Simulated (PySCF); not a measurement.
## PbO, r²SCAN: how much the basis matters

PySCF, UKS reference; singlet, unpaired electrons none; De to Pb + O without counterpoise correction.

```tsv
basis	relativity	functions	Re (Å)	ωe (cm⁻¹)	De (eV)	μ (D)
cc-pVDZ-PP/cc-pVDZ	scalar-relativistic core potentials	37	1.946	753	4.64	-4.08
def2-SVP	scalar-relativistic core potentials	40	1.943	754	4.67	-4.18
def2-SVPD	scalar-relativistic core potentials	55	1.950	741	4.82	-4.86
x2c-TZVPPall	spin-free X2C	114	1.911	774	5.06	-4.41
```

Problem. How does each smaller set differ from the one with most functions, x2c-TZVPPall?

Solution. cc-pVDZ-PP/cc-pVDZ: +3.5 pm, -2.7 % in ωe, -0.42 eV in De; def2-SVP: +3.2 pm, -2.6 % in ωe, -0.39 eV in De; def2-SVPD: +3.9 pm, -4.3 % in ωe, -0.24 eV in De. All at r²SCAN; the set with most functions is neither the basis-set limit nor always the best. The rows treat relativity differently, so the differences are not basis effects alone.

A positive dipole means Pb(−)O(+). Measured (Huber and Herzberg, Constants of Diatomic Molecules (1979)): Re = 1.921813 Å, ωe = 721.0 cm⁻¹. Spin–orbit coupling is left out, which matters for elements this heavy, above all for dissociation energies.
